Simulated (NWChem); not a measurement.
Molecule: C2H5ClOSi; SMILES C=CO[SiH2]Cl

```xyz
10

C      0.6835     2.9255     0.1353
C      0.2190     1.7864    -0.3726
O     -0.4792     0.8876     0.3664
Si    -0.9037    -0.6590    -0.0696
Cl     0.7206    -1.9238     0.0463
H      0.5309     3.1772     1.1869
H      1.2242     3.6224    -0.5056
H      0.3691     1.5224    -1.4288
H     -1.9267    -1.0913     0.9070
H     -1.3783    -0.6713    -1.4797
```
Atoms are numbered in this order, from 1.

Program: NWChem. Medium grid unless said otherwise, to which SCAN and Minnesota functionals are sensitive. Coordinates come from a PBE0/def2-SVP optimisation. Hybrids' shares of exact exchange are those that their runs print; pure functionals count as 0. The functionals differ in more than this share.

```csv
row,share of exact exchange,highest occupied level (eV)
PBE/def2-TZVP,0.00,-5.98
BLYP/def2-TZVP,0.00,-5.82
TPSSh/def2-TZVP,0.10,-6.46
B3LYP/def2-TZVP,0.20,withheld
M06-2X/def2-TZVP,0.54,-8.38
```

### Question
Fit a straight line of the last column on the one before it, predict the withheld value, and compare with the run.

### Answer

1. Means of the 4 shown rows: x = 0.160, y = -6.660. Slope Σ(x − x̄)(y − ȳ)/Σ(x − x̄)² = -0.9088/0.1992 = -4.562; intercept -5.930.
2. The shown rows scatter about the line by 0.071 (root mean square); the largest residual is +0.11, at BLYP/def2-TZVP.
3. At x = 0.20 (B3LYP/def2-TZVP; inside the shown range) the line gives -6.84.
4. The run gives -6.92, -0.08 from the line, 1.1 times the scatter.
